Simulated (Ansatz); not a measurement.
A run for Ansatz (a first-principles code): R-HF/def2-TZVPP on BH2I (SMILES BI), atoms moved off the minimum. Elements past Kr take the def2 small-core potentials; no spin–orbit coupling.

Ansatz 0.2 input:
```yaml
crystal:
  periodic: [false, false, false]
  atoms:
    - {symbol: B, position_ang: [-0.98621776, -1.45361917, 0.26915303]}
    - {symbol: H, position_ang: [-0.56559600, -2.29022920, 1.15663453]}
    - {symbol: H, position_ang: [-2.07738602, -1.63892240, -0.43927066]}
    - {symbol: I, position_ang: [0.18349500, 0.20677296, 0.01455464]}
basis:
  gaussian:
    orbitals: def2-TZVPP
hamiltonian:
  xc: {name: HF}
scf: {lower_state_search: off}
output: {forces: true}
```

The log:

```
WARN ansatz: RAYON_NUM_THREADS=1 ignored (pool sized by the plan → 1); use --threads N
Functional definition: HF
these checks for a lower state are left out or cut short: stability, starts, cluster_reference, orbital_swaps, neighbouring_geometries, increment
integrals: 0.03 GiB planned
823 factors; their error is unknown
mean field: 0.19 GiB planned
mean field evaluation 1: about -8774.2115 eV, gradient 1.0e1 eV
mean field evaluation 2: about -8774.7313 eV, gradient 3.6e0 eV
mean field evaluation 4: about -8774.8006 eV, gradient 3.9e-1 eV
mean field evaluation 8: about -8775.8942 eV, gradient 2.8e0 eV
mean field evaluation 16: about -8775.8988 eV, gradient 2.6e-6 eV
mean field -8775.89876245 eV, -322.5083310022 hartree, gradient 2.6e-6 eV, S^2 0.000000; 0 other end points of the search recorded, 0 dependent functions left out
the calculation of the forces begins
reference -8775.89876245 eV, -322.5083310022 hartree; 16, 16 occupied and 93, 93 virtual orbitals, 823 factors
Total energy: -8775.89876245 eV, -322.5083310022 hartree
Atom 0 at    -0.986218    -1.453619     0.269153 Å, force    -1.912593    -2.860623     0.443593 eV/Å
Atom 1 at    -0.565596    -2.290229     1.156635 Å, force    -0.950585     1.287256    -1.577525 eV/Å
Atom 2 at    -2.077386    -1.638922    -0.439271 Å, force     2.155966     0.359075     1.421504 eV/Å
Atom 3 at     0.183495     0.206773     0.014555 Å, force     0.707211     1.214292    -0.287572 eV/Å
Dipole moment:    -0.055749    -0.079329     0.013611 e Å
Checks for a lower state left out: stability, starts, cluster_reference, orbital_swaps, neighbouring_geometries, increment
```

The calculation finished and met its thresholds.

Cost: around 1.2 core-seconds (rough).
